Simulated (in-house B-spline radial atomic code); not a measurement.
Orbital energies and mean radii along the 7-electron series, configuration 1s2 2s2 2p1/2(2) 2p3/2(1). The effective charge is n√(-2ε), a non-relativistic measure. Computed with an all-electron radial atomic-structure program (B-spline basis): Dirac-Hartree-Fock, jj configuration that fills j = l - 1/2 first, finite nuclei.

```json
{"ion": "Mn18+", "Z": "25", "energy of 2s1/2 (Eh)": "-55.556", "mean radius of 2s1/2 (bohr)": "0.26283", "energy of 2p1/2 (Eh)": "-52.712", "mean radius of 2p1/2 (bohr)": "0.22644", "energy of 1s1/2 (Eh)": "-274.49", "mean radius of 1s1/2 (bohr)": "0.060591", "effective charge of 2s1/2": "21.082"}
{"ion": "Fe19+", "Z": "26", "energy of 2s1/2 (Eh)": "-61.043", "mean radius of 2s1/2 (bohr)": "0.25143", "energy of 2p1/2 (Eh)": "-58.06", "mean radius of 2p1/2 (bohr)": "0.21624", "energy of 1s1/2 (Eh)": "-298.65", "mean radius of 1s1/2 (bohr)": "0.058163", "effective charge of 2s1/2": "22.099"}
{"ion": "Co20+", "Z": "27", "energy of 2s1/2 (Eh)": "?", "mean radius of 2s1/2 (bohr)": "?", "energy of 2p1/2 (Eh)": "?", "mean radius of 2p1/2 (bohr)": "?", "energy of 1s1/2 (Eh)": "?", "mean radius of 1s1/2 (bohr)": "?", "effective charge of 2s1/2": "?"}
{"ion": "Ni21+", "Z": "28", "energy of 2s1/2 (Eh)": "-72.812", "mean radius of 2s1/2 (bohr)": "0.23128", "energy of 2p1/2 (Eh)": "-69.548", "mean radius of 2p1/2 (bohr)": "0.19829", "energy of 1s1/2 (Eh)": "-350.12", "mean radius of 1s1/2 (bohr)": "0.053831", "effective charge of 2s1/2": "24.135"}
{"ion": "Cu22+", "Z": "29", "energy of 2s1/2 (Eh)": "-79.096", "mean radius of 2s1/2 (bohr)": "0.22233", "energy of 2p1/2 (Eh)": "-75.691", "mean radius of 2p1/2 (bohr)": "0.19034", "energy of 1s1/2 (Eh)": "-377.45", "mean radius of 1s1/2 (bohr)": "0.05189", "effective charge of 2s1/2": "25.155"}
{"ion": "Zn23+", "Z": "30", "energy of 2s1/2 (Eh)": "-85.648", "mean radius of 2s1/2 (bohr)": "0.21402", "energy of 2p1/2 (Eh)": "-82.101", "mean radius of 2p1/2 (bohr)": "0.18299", "energy of 1s1/2 (Eh)": "-405.83", "mean radius of 1s1/2 (bohr)": "0.050078", "effective charge of 2s1/2": "26.176"}
{"ion": "Ga24+", "Z": "31", "energy of 2s1/2 (Eh)": "-92.471", "mean radius of 2s1/2 (bohr)": "0.20628", "energy of 2p1/2 (Eh)": "-88.78", "mean radius of 2p1/2 (bohr)": "0.17615", "energy of 1s1/2 (Eh)": "-435.29", "mean radius of 1s1/2 (bohr)": "0.048383", "effective charge of 2s1/2": "27.199"}
{"ion": "Ge25+", "Z": "32", "energy of 2s1/2 (Eh)": "?", "mean radius of 2s1/2 (bohr)": "?", "energy of 2p1/2 (Eh)": "?", "mean radius of 2p1/2 (bohr)": "?", "energy of 1s1/2 (Eh)": "?", "mean radius of 1s1/2 (bohr)": "?", "effective charge of 2s1/2": "?"}
{"ion": "As26+", "Z": "33", "energy of 2s1/2 (Eh)": "?", "mean radius of 2s1/2 (bohr)": "?", "energy of 2p1/2 (Eh)": "?", "mean radius of 2p1/2 (bohr)": "?", "energy of 1s1/2 (Eh)": "?", "mean radius of 1s1/2 (bohr)": "?", "effective charge of 2s1/2": "?"}
{"ion": "Se27+", "Z": "34", "energy of 2s1/2 (Eh)": "-114.58", "mean radius of 2s1/2 (bohr)": "0.18598", "energy of 2p1/2 (Eh)": "-110.44", "mean radius of 2p1/2 (bohr)": "0.15827", "energy of 1s1/2 (Eh)": "-530.13", "mean radius of 1s1/2 (bohr)": "0.043894", "effective charge of 2s1/2": "30.275"}
{"ion": "Br28+", "Z": "35", "energy of 2s1/2 (Eh)": "-122.5", "mean radius of 2s1/2 (bohr)": "0.18002", "energy of 2p1/2 (Eh)": "-118.22", "mean radius of 2p1/2 (bohr)": "0.15305", "energy of 1s1/2 (Eh)": "-563.92", "mean radius of 1s1/2 (bohr)": "0.042567", "effective charge of 2s1/2": "31.304"}
```

Fill in the row of Co20+.

energy of 2s1/2 (Eh): -66.795; mean radius of 2s1/2 (bohr): 0.24095; energy of 2p1/2 (Eh): -63.672; mean radius of 2p1/2 (bohr): 0.20689; energy of 1s1/2 (Eh): -323.86; mean radius of 1s1/2 (bohr): 0.055917; effective charge of 2s1/2: 23.116.

Fill in the row of Ge25+.

energy of 2s1/2 (Eh): -99.566; mean radius of 2s1/2 (bohr): 0.19906; energy of 2p1/2 (Eh): -95.729; mean radius of 2p1/2 (bohr): 0.16979; energy of 1s1/2 (Eh): -465.82; mean radius of 1s1/2 (bohr): 0.046793; effective charge of 2s1/2: 28.223.

Fill in the row of As26+.

energy of 2s1/2 (Eh): -106.93; mean radius of 2s1/2 (bohr): 0.19231; energy of 2p1/2 (Eh): -102.95; mean radius of 2p1/2 (bohr): 0.16384; energy of 1s1/2 (Eh): -497.43; mean radius of 1s1/2 (bohr): 0.0453; effective charge of 2s1/2: 29.248.

How does the screening of 2s1/2 change?

Z less the effective charge goes from 3.92 at Z = 25 to 3.70 at Z = 35.
